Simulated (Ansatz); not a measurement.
Reaction (ligand exchange at the Si–C bond): `C=C[SiH](N)Cl` + `O[SiH3]` → `N[SiH](Cl)O[SiH3]` + `C=C`

Computed with Ansatz on PBE0-D4/def2-TZVP structures; ΔE is electronic, products minus reactants. CCSD(T)/CBS is the MP2 limit (def2-TZVPP, def2-QZVPP) plus CCSD(T) − MP2 in def2-TZVPP, frozen cores. This one scheme is used for every species. DFT in def2-TZVPP. One conformer a species, not always the lowest.

```json
{"level": "BLYP-D4", "ΔE (kcal/mol)": "-27.8"}
{"level": "MP2/def2-TZVPP", "ΔE (kcal/mol)": "-28.1"}
```

(1) What does CCSD(T)/CBS give? (An estimate is asked.)

Largest T1 diagnostic among the species: 0.011.

Results:

(1) The calculation gave: -28.5 kcal/mol. The listed levels differ from it by 0.7, 0.4 kcal/mol.

From PBE to PBE0 (25 % exact exchange), in def2-TZVPP and without D4, ΔE moves by −1.5 kcal/mol. At CCSD(T), def2-SVP lies +1.0 kcal/mol from the extrapolated value and def2-TZVPP +0.0 kcal/mol. Leaving LDA and LC-ωPBE aside and taking each functional with its dispersion term where it has one, the values, not all of them listed here, spread over 6.3 kcal/mol, from BHLYP-D4 to revPBE-D4.
